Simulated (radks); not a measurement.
The numbers below are computed, except where a source is named.
These are the eigenvalues of the occupied orbitals of an atom or ion with whole-number occupations (eV). Code: a radial shooting solver on a logarithmic mesh with Libxc functionals. Model: scalar-relativistic Kohn-Sham, exchange-only LDA, spin-polarised, spherical densities, point nucleus.

1s up: -34609.81
1s down: -34609.74
2s up: -5619.917
2s down: -5617.551
2p up: -5073.627
2p down: -5071.724
3s up: -1359.618
3s down: -1357.934
3p up: -1183.283
3p down: -1181.478
3d up: -922.2915
3d down: -919.9791
4s up: -446.8414
4s down: -439.0977
4p up: -388.0585
4p down: -380.3194
4d up: -300.8836

Which element is it, and in what charge state? The configuration may be excited. Open shells, if any, are filled with parallel spins first.

Answer. Z = 54, xenon, charge +13: Xe13+ in [Kr] 4d5. The list shows which subshells hold electrons but not how many an open one holds; the 1s level, -1271.9 hartree, gives Z - s = 50.4 by -(Z - s)^2/2, which with screening and relativity narrows Z to a few neighbours, and the depths of the outer levels then fix element, charge and occupations together.
